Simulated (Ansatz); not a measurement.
One geometry of [10]phenacene (C₄₂H₂₄), several levels of theory.

```yaml
crystal:
  periodic: [false, false, false]
  atoms:
    - {symbol: C, position_ang: [-11.145056, -0.167556, -0.026013]}
    - {symbol: C, position_ang: [-10.512409, -0.943071, 0.966929]}
    - {symbol: C, position_ang: [-9.130340, -0.986060, 1.051404]}
    - {symbol: C, position_ang: [-8.312508, -0.258763, 0.150990]}
    - {symbol: C, position_ang: [-8.961757, 0.526034, -0.854019]}
    - {symbol: C, position_ang: [-10.376611, 0.554356, -0.920514]}
    - {symbol: C, position_ang: [-8.165231, 1.269294, -1.775196]}
    - {symbol: C, position_ang: [-6.798247, 1.245604, -1.715702]}
    - {symbol: C, position_ang: [-6.101589, 0.477137, -0.730218]}
    - {symbol: C, position_ang: [-6.861996, -0.277751, 0.206577]}
    - {symbol: C, position_ang: [-6.161337, -1.038793, 1.182724]}
    - {symbol: C, position_ang: [-4.790032, -1.060458, 1.239223]}
    - {symbol: C, position_ang: [-3.990482, -0.321420, 0.322931]}
    - {symbol: C, position_ang: [-4.654985, 0.454295, -0.670240]}
    - {symbol: C, position_ang: [-3.851684, 1.193462, -1.585833]}
    - {symbol: C, position_ang: [-2.481201, 1.172610, -1.530266]}
    - {symbol: C, position_ang: [-1.778698, 0.410224, -0.553635]}
    - {symbol: C, position_ang: [-2.542951, -0.343301, 0.380929]}
    - {symbol: C, position_ang: [-1.840547, -1.105713, 1.357421]}
    - {symbol: C, position_ang: [-0.469718, -1.126836, 1.412623]}
    - {symbol: C, position_ang: [0.331736, -0.387443, 0.496640]}
    - {symbol: C, position_ang: [1.778727, -0.409540, 0.554620]}
    - {symbol: C, position_ang: [2.481311, -1.172710, 1.530602]}
    - {symbol: C, position_ang: [3.851803, -1.193839, 1.585857]}
    - {symbol: C, position_ang: [4.655024, -0.453851, 0.670827]}
    - {symbol: C, position_ang: [6.101666, -0.476940, 0.730446]}
    - {symbol: C, position_ang: [6.798468, -1.246289, 1.715166]}
    - {symbol: C, position_ang: [8.165463, -1.270516, 1.774013]}
    - {symbol: C, position_ang: [8.961883, -0.527266, 0.852734]}
    - {symbol: C, position_ang: [10.376758, -0.556629, 0.918161]}
    - {symbol: C, position_ang: [11.145036, 0.165051, 0.023317]}
    - {symbol: C, position_ang: [10.512261, 0.941615, -0.968698]}
    - {symbol: C, position_ang: [9.130149, 0.985760, -1.052009]}
    - {symbol: C, position_ang: [8.312494, 0.258596, -0.151365]}
    - {symbol: C, position_ang: [6.861917, 0.278543, -0.205951]}
    - {symbol: C, position_ang: [6.161149, 1.041105, -1.180846]}
    - {symbol: C, position_ang: [4.789845, 1.063058, -1.236954]}
    - {symbol: C, position_ang: [3.990450, 0.322810, -0.321500]}
    - {symbol: C, position_ang: [2.542893, 0.344504, -0.379563]}
    - {symbol: C, position_ang: [1.840505, 1.107029, -1.355962]}
    - {symbol: C, position_ang: [0.469690, 1.127867, -1.411323]}
    - {symbol: C, position_ang: [-0.331736, 0.388288, -0.495470]}
    - {symbol: H, position_ang: [-12.236628, -0.138673, -0.086418]}
    - {symbol: H, position_ang: [-11.115418, -1.515947, 1.677151]}
    - {symbol: H, position_ang: [-8.674539, -1.596961, 1.832484]}
    - {symbol: H, position_ang: [-10.850655, 1.161819, -1.697881]}
    - {symbol: H, position_ang: [-8.671692, 1.866270, -2.539836]}
    - {symbol: H, position_ang: [-6.236015, 1.831499, -2.443410]}
    - {symbol: H, position_ang: [-6.718614, -1.626703, 1.913391]}
    - {symbol: H, position_ang: [-4.315638, -1.665046, 2.012849]}
    - {symbol: H, position_ang: [-4.324417, 1.798831, -2.359704]}
    - {symbol: H, position_ang: [-1.928069, 1.762107, -2.262140]}
    - {symbol: H, position_ang: [-2.393555, -1.695196, 2.089389]}
    - {symbol: H, position_ang: [0.004565, -1.731974, 2.185913]}
    - {symbol: H, position_ang: [1.928196, -1.762876, 2.261950]}
    - {symbol: H, position_ang: [4.324670, -1.800133, 2.358922]}
    - {symbol: H, position_ang: [6.236302, -1.832383, 2.442759]}
    - {symbol: H, position_ang: [8.672088, -1.868079, 2.538093]}
    - {symbol: H, position_ang: [10.850959, -1.164747, 1.694915]}
    - {symbol: H, position_ang: [12.236638, 0.135306, 0.082815]}
    - {symbol: H, position_ang: [11.115181, 1.514430, -1.679039]}
    - {symbol: H, position_ang: [8.674137, 1.597221, -1.832520]}
    - {symbol: H, position_ang: [6.718350, 1.629969, -1.910790]}
    - {symbol: H, position_ang: [4.315279, 1.668856, -2.009517]}
    - {symbol: H, position_ang: [2.393446, 1.696839, -2.087706]}
    - {symbol: H, position_ang: [-0.004659, 1.733100, -2.184493]}
basis:
  gaussian: {orbitals: def2-SVP, fitting: {mean_field: def2-universal-jkfit}, initial_orbitals: start.molden}
hamiltonian: {xc: {name: B2PLYP}}
scf: {omitted_lower_state_checks: [starts]}
```

The file start.molden holds the orbitals of an earlier run on this structure, at another level or in another basis.

```sh
$ ansatz run in.yaml --threads 2 --pin off --events-out ev --progress --plain --max-ram 22528MiB --backend cuda --devices 0, --max-vram 18GiB
```

Shortened log:

```
Functional definition: B2PLYP
3582 factors; integrals over basis functions are off by at most 2.1e-1 eV
mean field evaluation 1: about -43819.4201 eV, gradient 1.8e1 eV
mean field evaluation 2: about -43820.0920 eV, gradient 5.9e-1 eV
mean field evaluation 4: about -43820.0862 eV, gradient 2.2e-3 eV
mean field -43820.08623537 eV, -1610.3584668287 hartree, gradient 2.2e-6 eV, S^2 0.000000; 0 other end points of the search recorded, 0 dependent functions left out
42 core orbitals not correlated: weight in the atoms' cores, before any rotation towards them, 1.000 or more for the frozen orbitals, at most 0.000 for the correlated occupied ones
reference -43820.08666140 eV, -1610.3584824848 hartree; 96, 96 occupied and 570, 570 virtual orbitals, 3582 factors
second order -181.80312518 eV of doubles, -0.00000000 eV of singles
Total energy: -43869.17350520 eV, -1612.1623907222 hartree
Checks for a lower state left out: starts
```

Hardware: 2 threads of AMD EPYC 7R13 on a shared host and a share (18 GiB) of an NVIDIA H100 80GB HBM3. Wall time 11 s, peak host memory 3.8 GiB.

As the first input, with `hamiltonian: {xc: r2scan, dispersion: d4}`, `output: {orbitals: {seedname: orbitals}}` (abridged; 6.5 s):

```
Functional definition: r2SCAN
mean field -43891.51361924 eV, -1612.9833747706 hartree, gradient 1.3e-5 eV, S^2 0.000000
Total energy: -43892.45535819 eV, -1613.0179830387 hartree
Checks for a lower state left out: starts
```

The first input with `hamiltonian: {xc: pbe0, dispersion: d4}`, `output: {forces: true, orbitals: {seedname: orbitals}}` (abridged; 8 s):

```
Functional definition: PBE0
mean field -43865.56026540 eV, -1612.0296066087 hartree, gradient 8.1e-6 eV, S^2 0.000000
Total energy: -43868.30781504 eV, -1612.1305771958 hartree
Atom 0 force     0.172191     0.045594    -0.053046 eV/Å
Atom 1 force     0.172090     0.058460    -0.069630 eV/Å
Atom 2 force    -0.140192     0.072317    -0.094922 eV/Å
Atom 3 force    -0.084747     0.096721    -0.123440 eV/Å
Atom 4 force     0.032458    -0.136483     0.173803 eV/Å
Atom 5 force     0.026920    -0.103159     0.129167 eV/Å
Atom 6 force     0.246358    -0.028843     0.042162 eV/Å
Atom 7 force    -0.256945    -0.029071     0.031623 eV/Å
Atom 8 force    -0.034454    -0.141262     0.177589 eV/Å
Atom 9 force     0.095780     0.121385    -0.152219 eV/Å
Atom 10 force     0.221497     0.044266    -0.051175 eV/Å
Atom 11 force    -0.216622     0.052854    -0.071764 eV/Å
Atom 12 force    -0.040043     0.117996    -0.149077 eV/Å
Atom 13 force     0.017979    -0.125396     0.157738 eV/Å
Atom 14 force     0.238366    -0.044891     0.061970 eV/Å
Atom 15 force    -0.243697    -0.038223     0.042767 eV/Å
Atom 16 force    -0.045373    -0.126083     0.158903 eV/Å
Atom 17 force     0.054544     0.123484    -0.154535 eV/Å
Atom 18 force     0.237274     0.040789    -0.046767 eV/Å
Atom 19 force    -0.231141     0.048242    -0.066108 eV/Å
Atom 20 force    -0.028218     0.122441    -0.154396 eV/Å
Atom 21 force     0.044313     0.126271    -0.157983 eV/Å
Atom 22 force     0.243353     0.038114    -0.043319 eV/Å
Atom 23 force    -0.237823     0.045365    -0.062333 eV/Å
Atom 24 force    -0.016925     0.124856    -0.156690 eV/Å
Atom 25 force     0.033360     0.140778    -0.176718 eV/Å
Atom 26 force     0.256449     0.029600    -0.032525 eV/Å
Atom 27 force    -0.245609     0.028315    -0.041770 eV/Å
Atom 28 force    -0.032749     0.137711    -0.173992 eV/Å
Atom 29 force    -0.026951     0.103062    -0.129539 eV/Å
Atom 30 force    -0.171246    -0.044856     0.054177 eV/Å
Atom 31 force    -0.173003    -0.058221     0.069924 eV/Å
Atom 32 force     0.140576    -0.072760     0.094116 eV/Å
Atom 33 force     0.083040    -0.097559     0.124315 eV/Å
Atom 34 force    -0.093959    -0.121011     0.150915 eV/Å
Atom 35 force    -0.221398    -0.045019     0.051396 eV/Å
Atom 36 force     0.216456    -0.053481     0.071869 eV/Å
Atom 37 force     0.038435    -0.117297     0.148113 eV/Å
Atom 38 force    -0.052566    -0.123834     0.153980 eV/Å
Atom 39 force    -0.237994    -0.040109     0.047541 eV/Å
Atom 40 force     0.230689    -0.047997     0.066167 eV/Å
Atom 41 force     0.028846    -0.122877     0.154117 eV/Å
Atom 42 force     0.044896    -0.000038     0.001268 eV/Å
Atom 43 force     0.025902     0.022725    -0.028617 eV/Å
Atom 44 force    -0.010903     0.022744    -0.028547 eV/Å
Atom 45 force     0.012115    -0.030755     0.039337 eV/Å
Atom 46 force     0.033158    -0.024459     0.031210 eV/Å
Atom 47 force    -0.015081    -0.020411     0.025481 eV/Å
Atom 48 force     0.016322     0.021527    -0.026910 eV/Å
Atom 49 force    -0.011697     0.021399    -0.027280 eV/Å
Atom 50 force     0.010832    -0.021581     0.027544 eV/Å
Atom 51 force    -0.014137    -0.020882     0.025831 eV/Å
Atom 52 force     0.013875     0.021181    -0.026210 eV/Å
Atom 53 force    -0.011404     0.021438    -0.027264 eV/Å
Atom 54 force     0.014241     0.020927    -0.025631 eV/Å
Atom 55 force    -0.011132     0.021754    -0.027212 eV/Å
Atom 56 force     0.015214     0.020351    -0.025229 eV/Å
Atom 57 force    -0.033445     0.024385    -0.031259 eV/Å
Atom 58 force    -0.012031     0.030494    -0.039434 eV/Å
Atom 59 force    -0.044972    -0.000107    -0.001042 eV/Å
Atom 60 force    -0.025934    -0.022959     0.028274 eV/Å
Atom 61 force     0.011222    -0.022224     0.028577 eV/Å
Atom 62 force    -0.016302    -0.021443     0.026671 eV/Å
Atom 63 force     0.011960    -0.021358     0.026979 eV/Å
Atom 64 force    -0.013618    -0.021456     0.025987 eV/Å
Atom 65 force     0.011601    -0.021437     0.027072 eV/Å
Dipole moment:    -0.000023    -0.000117    -0.000155 e Å
Checks for a lower state left out: starts
```

Geometry: r2SCAN-D4/def2-SVP.

Correlated methods freeze 42 core orbitals. Single mean-field runs in def2-SVP are fitted with def2-universal-jkfit.
